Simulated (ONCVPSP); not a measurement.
Pseudopotential generation for Sc (Z = 21): ONCV, PBE, scalar-relativistic.

scandium, optimised norm-conserving Vanderbilt (ONCV), made with ONCVPSP 4.0.1 (PBE, scalar-relativistic). Core [Ar], reference 3d1 4s2. Waves: 4s: rc 2.70 bohr, ncon 4, nbas 8, qcut 2.9 1/bohr, 2 projectors, debl 3.7 Ha; p scattering state at 0.03 Ha: rc 2.55 bohr, ncon 4, nbas 8, qcut 2.8 1/bohr, 2 projectors, debl 0.8 Ha; 3d: rc 1.40 bohr, ncon 4, nbas 8, qcut 7.2 1/bohr, 1 projector; f scattering state at 0.47 Ha: rc 2.65 bohr, ncon 4, nbas 8, qcut 3.8 1/bohr, 3 projectors, debl 2.8 Ha. Local part: polynomial inside 1.40 bohr (lpopt 5, dvloc0 3 Ha). Core correction: Teter function, fcfact 5.5, rcfact 1.25.

- Cutoffs needed: 72 Ha and 120 Ha (the cutoffs (Ha) at which the residual kinetic energy of the hardest occupied pseudo-wave falls to 1 and 0.1 mHa per electron)
- Ghost test: ghosts flagged at negative energy: p at -22.8 eV; GHOST(+) flagged for s at 64.5 eV; a true bound ghost makes a file unfit for plane-wave use
- Largest excitation error: +97 meV (all-electron minus pseudo) for 3d1 4s0, out of 4 test configurations
- rms error of d²Exc/dni dnj: 36.08 mHa without and 19.89 mHa with the model core
